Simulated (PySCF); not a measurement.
**Static response to an electric field**

4-pyridine carbaldehyde, C6H5NO.
Numbering: `[O:1]=[CH:2][c:3]1[cH:4][cH:5][n:6][cH:7][cH:8]1` (hydrogens: H9 on C2; H10 on C4; H11 on C5; H12 on C7; H13 on C8)

Geometry (PBE0-D3(BJ)/def2-SVP, Å), atoms numbered from 1 in this order:
```
atom  x, y, z in Å
O1     2.8435    0.9392    0.0689
C2     2.1632   -0.0464   -0.0445
C3     0.6777   -0.0353   -0.0414
C4    -0.0468   -1.2221   -0.1512
C5    -1.4401   -1.1514   -0.1357
N6    -2.1096   -0.0085   -0.0246
C7    -1.4122    1.1231    0.0778
C8    -0.0215    1.1684    0.0762
H9     2.6224   -1.0615   -0.1592
H10    0.4641   -2.1846   -0.2446
H11   -2.0408   -2.0646   -0.2165
H12   -1.9948    2.0471    0.1664
H13    0.5302    2.1070    0.1624
```

Level: PBE0/def2-SVPD (PySCF), static field, nuclei fixed, core orbitals frozen in the response. The polarisability tensor in these axes (au):

```
x   101.03   3.57   0.20
y     3.57  88.03   4.22
z     0.20   4.22  45.07
```

**Question.** Give the principal values, the mean and the anisotropy Δα = √{½[(α1 − α2)² + (α2 − α3)² + (α1 − α3)²]}.

**Answer.** Principal values 44.66, 87.50 and 101.98 au; mean 78.04 au = 11.56 Å³ = 12.87 × 10⁻⁴⁰ C²·m²/J; Δα = 51.63 au (66 % of the mean).

**Question.** What is the dipole moment, and where does it point?

**Answer.** (-0.31, -1.76, -0.21) D, 1.80 D in size, pointing from the negative to the positive side. Measured along this direction, the outermost atoms are H13 at the negative end and H11 at the positive end.

**Question.** What are the principal values of the traceless quadrupole moment, Θ = ½Σq(3rr − r²1), about the centre of nuclear charge?

**Answer.** -16.09, 1.26, 14.83 D·Å. The values depend on the origin, since the dipole doesn't vanish. The electronic extent ⟨r²⟩ about the same centre is 908 bohr², a root-mean-square distance of 2.13 Å for the 56 electrons.

**Question.** Find the Langevin capture rate constant for H3+ (3.023 u) meeting this molecule (107.037 u), k = 2.342 × 10⁻⁹ cm³/s × √(α in Å³ / reduced mass in u).

**Answer.** The reduced mass is 2.94 u, so k = 4.64 × 10⁻⁹ cm³/s. The formula leaves out the permanent dipole, which adds to the capture rate.

**Question.** Rayleigh depolarisation ratio (linearly polarised light, static tensor)?

**Answer.** ρ = 3Δα²/(45ᾱ² + 4Δα²) = 7996.3/(274084 + 10661.8) = 0.0281.

Geometry: PBE0-D3(BJ)/def2-SVP, one conformer, isolated molecule.
